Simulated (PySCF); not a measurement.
# From computed data to an observable: chemical shift, span and skew from a shielding tensor

Si(F)(Br)(Me)(OH) (CH4BrFOSi), SMILES [Si](F)(C)(O)Br. Atoms are numbered in the order given.

```xyz
9

C      2.0206    -0.2048    -1.0362
Si     0.1856    -0.1281    -0.7988
O     -0.4963    -1.5339    -1.3583
F     -0.4407     1.1479    -1.6094
Br    -0.3583     0.2080     1.3481
H      2.4524    -1.0319    -0.4398
H      2.4907     0.7453    -0.7161
H      2.2570    -0.3771    -2.1055
H     -1.4443    -1.6534    -1.1718
```

Geometry optimised at PBE-D3(BJ)/def2-SVP. One conformer was computed; it need not be the lowest.

GIAO shieldings from PBE0/pcSseg-1 (PySCF), non-relativistic, no solvent. The symmetric part of the tensor of Si2 has the principal values 319.2, 330.7, 387.7 ppm. The same nucleus in TMS has σ = 352.7 ppm at this level (PySCF, at its B3LYP-D3(BJ)/def2-TZVP geometry). Without spin–orbit terms, shifts of atoms bonded to Cl or Br come out too high.

### Question
Work out the isotropic shielding, the ²⁹Si shift against TMS, the span and the skew.

### Answer

σ(iso) = (σ11 + σ22 + σ33)/3 = 345.9 ppm. δ = σ(ref) − σ(iso) = 352.7 − (345.9) = 6.8 ppm.
Span Ω = σ33 − σ11 = 68.5 ppm. Skew κ = 3(σ(iso) − σ22)/Ω = 0.66. Tumbling in solution averages the tensor to δ; in a static solid the shielding alone would spread this spin-1/2 line over Ω.
